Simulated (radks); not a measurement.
Fractional charge and spin in the 1s shell of lithium: the spin-up occupation runs from 0 to 1 and the spin-down occupation from 0 to 1; the fullest corner is Li+, 1s(up 1, down 1). All-electron calculation, scalar-relativistic Kohn-Sham, LDA (Slater exchange, Perdew-Wang correlation), spin-polarised, spherical densities, finite nucleus; Fermi nuclear charge, rms radius of each element as measured or else 0.836 A^(1/3) + 0.57 fm. Program: a radial shooting solver on a logarithmic mesh with Libxc functionals. Energy (eV) minus the two flat planes that join the four corners (they meet along the diagonal where the two added fractions sum to one electron); zero is where a piecewise linear energy would lie.

\begin{tabular}{lrrr}
down \ up & 0 & 0.5 & 1 \\ \hline
0 & 0.000 & -4.093 & 0.000 \\
0.5 & -4.093 & 3.571 & -3.556 \\
1 & 0.000 & -3.556 & 0.000 \\
\end{tabular}

Corners above the fullest one (they belong to Li2+ and the next ion): (up 1, down 0) 74.568 eV, (up 0, down 1) 74.568 eV, (up 0, down 0) 194.37 eV. With half an added electron in each spin the energy lies 3.571 eV from the planes (fractional-spin error, the static-correlation error of a stretched bond), and with half an added electron in spin up alone -4.093 eV (fractional-charge error). For a frontier s shell over closed shells the exact functional lies on the planes.
